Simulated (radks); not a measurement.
Task: The gallium ion Ga17+, configuration [Ne] 3s2 3p2 (the NIST ground configuration). All-electron calculation, scalar-relativistic Kohn-Sham, r2SCAN, spin-unpolarised, spherical densities, finite nucleus; meta-GGA in the generalised Kohn-Sham scheme; Fermi nuclear charge, rms radius 3.9973 fm. Program: a radial shooting solver on a logarithmic mesh with Libxc functionals. Some entries of the table are withheld. Estimate them.

| orbital | occ. | eigenvalue (hartree) | r(max) (bohr) |
|---|---|---|---|
| 1s | 2 | (1) | 0.03179 |
| 2s | 2 | -69.90166 | 0.1814 |
| 2p | 6 | (2) | (3) |
| 3s | 2 | -24.49728 | (4) |
| 3p | 2 | (5) | (6) |

Result: 
(1) 1s eigenvalue (hartree): -400.8265
(2) 2p eigenvalue (hartree): -63.92794
(3) 2p r(max) (bohr): 0.1458
(4) 3s r(max) (bohr): 0.5154
(5) 3p eigenvalue (hartree): -22.57472
(6) 3p r(max) (bohr): 0.5029
